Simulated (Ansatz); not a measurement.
C₄H₁₁In, charge -1, doublet, at the geometry of the source list (a state made from the parent by changing its charge; the spin is typed, not shown lowest) (all electrons, no relativity) (a gas-phase anion, which may not be bound at this level). Base run: Ansatz (a program for electronic structure) with PBE0/STO-3G.

The Ansatz input:
Ansatz 0.2 input:
```yaml
crystal:
  periodic: [false, false, false]
  atoms:
    - {symbol: In, position_ang: [0.03330000, 0.54080000, 0.40290000]}
    - {symbol: C, position_ang: [1.56490000, 1.73040000, -0.73980000]}
    - {symbol: H, position_ang: [2.54730000, 1.26800000, -0.64990000]}
    - {symbol: H, position_ang: [1.61210000, 2.74540000, -0.34740000]}
    - {symbol: H, position_ang: [1.29910000, 1.77500000, -1.79570000]}
    - {symbol: C, position_ang: [-1.47530000, 1.59630000, 1.69950000]}
    - {symbol: H, position_ang: [-2.29370000, 0.92340000, 1.95220000]}
    - {symbol: H, position_ang: [-1.87420000, 2.46290000, 1.17270000]}
    - {symbol: H, position_ang: [-1.00200000, 1.93730000, 2.61980000]}
    - {symbol: C, position_ang: [-0.00770000, -1.72390000, 0.22710000]}
    - {symbol: C, position_ang: [-0.09270000, -2.17200000, -1.22770000]}
    - {symbol: H, position_ang: [-0.86620000, -2.09640000, 0.79260000]}
    - {symbol: H, position_ang: [0.89640000, -2.12900000, 0.69020000]}
    - {symbol: H, position_ang: [0.75630000, -1.79150000, -1.79940000]}
    - {symbol: H, position_ang: [-1.00820000, -1.80430000, -1.69480000]}
    - {symbol: H, position_ang: [-0.08920000, -3.26230000, -1.30220000]}
basis:
  gaussian:
    orbitals: STO-3G
hamiltonian:
  xc: pbe0
total_charge: -1
magnetization: {spin_polarized: true, initial_magnetization: 1}
```

Each row names what was changed in the base input (with any setting that the change needs).

```
change                                                                 basis functions       E (Eh)
---------------------------------------------------------------------  ---------------  -----------
base                                                                                58  -5841.40462
basis = jorge-DZP-DKH; relativity = spin-free X2C; nucleus = Gaussian              163  -6034.37536
basis = ANO-RCC-VDZP; relativity = none                                            154  -5749.33639
basis = x2c-SVPall; relativity = spin-free X2C                                     147  -6038.81358
basis = jorge-DZP-DKH; relativity = spin-free X2C                                  163  -6034.50030
basis = jorge-DZP-DKH; relativity = none                                           163  -5840.60666
basis = ANO-RCC-VDZP; relativity = spin-free X2C                                   154  -6039.48824
basis = x2c-SVPall; relativity = spin-free X2C; nucleus = Gaussian                 147  -6038.70333
basis = ANO-RCC-VDZP; relativity = spin-free X2C; nucleus = Gaussian               154  -6039.34201
basis = x2c-SVPall; relativity = none                                              147  -5782.89366
```

Total energies compare only within one method and basis.

Ansatz warned in this series: the basis is contracted for relativity, which the run leaves out.

A gas-phase anion may not be bound at this level; its values then depend on the basis.

Basis sets contracted for a relativistic Hamiltonian are a mismatch without it, so the rows without relativity aren't non-relativistic limits. No row has spin-orbit coupling; sets with core potentials leave out the core electrons.
